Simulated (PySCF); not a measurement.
Identify the unknown among the candidates.

| technique | computed result |
| --- | --- |
| Triplet | lowest triplet excitation (Tamm–Dancoff): 2.47 eV [TDA PBE0/def2-SVPD] |
| NMR, other nuclei | isotropic shieldings of nuclei other than C and H, by class: -608 (1 O), 384 (1 Si), 413 (1 Si), 633 (1 P) ppm [GIAO PBE0/pcSseg-1] |
| UV, strongest line | among the 8 lowest singlet transitions: S7 at 6.19 eV (200 nm, f = 0.221) [TDDFT PBE0/def2-SVPD] |
| Rotational structure | rotational constants A, B, C: 1.788, 0.862, 0.731 GHz [GFN2-xTB] |
| UV, first state | lowest singlet excitation: 3.16 eV (392 nm, f = 0.003) [TDDFT PBE0/def2-SVPD] |
| Dipole | 2.97 D [PBE0/def2-SVPD] |
| 13C NMR | chemical shifts (computed TMS as zero) by class: 248.0 (1 C), -1.8 (1 C), -4.5 (1 C) ppm [GIAO PBE0/pcSseg-1] |
| 1H NMR | chemical shifts (computed TMS as zero) by class: 12.77 (1 H), 4.42 (1 H), 4.29 (1 H), 1.17 (2 H), 0.35 (3 H), 0.13 (3 H) ppm [GIAO PBE0/pcSseg-1] |
| Polarisability | 125.8 au [PBE0/def2-SVPD] |

The electronic properties come from PySCF, for the isolated species, density fitting. Levels stand in brackets. One conformer (not necessarily the lowest) at the GFN2-xTB geometry, without solvent, vibrations or thermal averaging. NMR classes are plain means over equivalent atoms (diastereotopic ones count apart unless rotation or inversion swaps them), as if these changed places fast.

Question: Which candidate is it?
A. `C[Si@]1(P)CC[SiH2]O1`
B. `CC(=O)OCO[SiH3]`
C. `C[SiH](C)[Si@H](P)C=O`
D. `C=CC[SiH2][SiH2][SiH2]O`

Answer: C. It is `C[SiH](C)[Si@H](P)C=O`. Numbering: `[CH3:1][SiH:2]([CH3:3])[Si@H:4]([PH2:5])[CH:6]=[O:7]`. 3 carbons fall into 3 classes; from least to most shielded: carbonyl carbon [C6] (248.0 ppm), Si-methyl carbon [C3] (-1.8 ppm), Si-methyl carbon [C1] (-4.5 ppm). Hydrogen classes from least to most shielded: 1 H on a carbonyl carbon, C6 (12.77 ppm), 1 H on an SiH silicon, Si4 (4.42 ppm), 1 H on an SiH silicon, Si2 (4.29 ppm), 2 H on a three-coordinate phosphorus, P5 (1.17 ppm, a mean of values up to 0.7 ppm apart in this geometry), 3 H on an Si-methyl carbon, C3 (0.35 ppm), 3 H on an Si-methyl carbon, C1 (0.13 ppm). The other shieldings belong to: -608 ppm, carbonyl oxygen [O7]; 384 ppm, SiH silicon [Si2]; 413 ppm, SiH silicon [Si4]; 633 ppm, three-coordinate phosphorus [P5]. S1 is mainly HOMO→LUMO (weight 0.92); the largest Löwdin shares of the orbital it empties are 0.45 on the carbonyl oxygen, 0.19 on the carbonyl carbon, 0.13 on an SiH silicon and 0.09 on the formyl hydrogen, of the orbital it fills 0.36 on the carbonyl carbon, 0.30 on the carbonyl oxygen, 0.12 on an SiH silicon and 0.06 on an SiH silicon. The optimised geometry has point group C1 and is an asymmetric top.

The others, at the same levels:
- `C[Si@]1(P)CC[SiH2]O1` fails: its computed 13C shifts are 18.0 (1 C), 9.6 (1 C), 3.3 (1 C) ppm, 1H shifts are 5.10 (1 H), 4.96 (1 H), 1.31 (1 H), 1.12 (1 H), 1.06 (1 H), 0.91 (2 H), 0.82 (1 H), 0.20 (3 H) ppm and lowest singlet excitation is 6.34 eV (196 nm, f = 0.016) (against 3.16 eV).
- `CC(=O)OCO[SiH3]` fails: it has 8 hydrogens where the 1H data count 11; its computed 13C shifts are 181.2 (1 C), 86.5 (1 C), 23.3 (1 C) ppm, 1H shifts are 5.55 (2 H), 4.83 (3 H), 2.25 (3 H) ppm and rotational constant A is 4.030 GHz (against 1.788 GHz).
- `C=CC[SiH2][SiH2][SiH2]O` fails: it has 12 hydrogens where the 1H data count 11; its computed 13C shifts are 146.9 (1 C), 118.9 (1 C), 21.8 (1 C) ppm, 1H shifts are 6.32 (1 H), 5.72 (2 H), 5.50 (1 H), 5.20 (1 H), 4.25 (2 H), 3.26 (2 H), 2.15 (2 H), 0.34 (1 H) ppm and rotational constant A is 1.675 GHz (against 1.788 GHz).

Each candidate is one conformer, not necessarily the lowest. The conformers computed, where there is a choice (atom-mapped SMILES and torsion angles):
- `[CH3:1][SiH:2]([CH3:3])[Si@H:4]([PH2:5])[CH:6]=[O:7]`: C1–Si2–Si4–P5 93°, Si2–Si4–C6–O7 86°, H–P5–Si4–Si2 -73°, H–P5–Si4–Si2 20°
- `[CH3:1][C:2](=[O:3])[O:4][CH2:5][O:6][SiH3:7]`: C1–C2–O4–C5 -178°, C2–O4–C5–O6 -79°, O4–C5–O6–Si7 71°

The conformers of `C[Si@]1(P)CC[SiH2]O1` and `C=CC[SiH2][SiH2][SiH2]O` aren't listed.
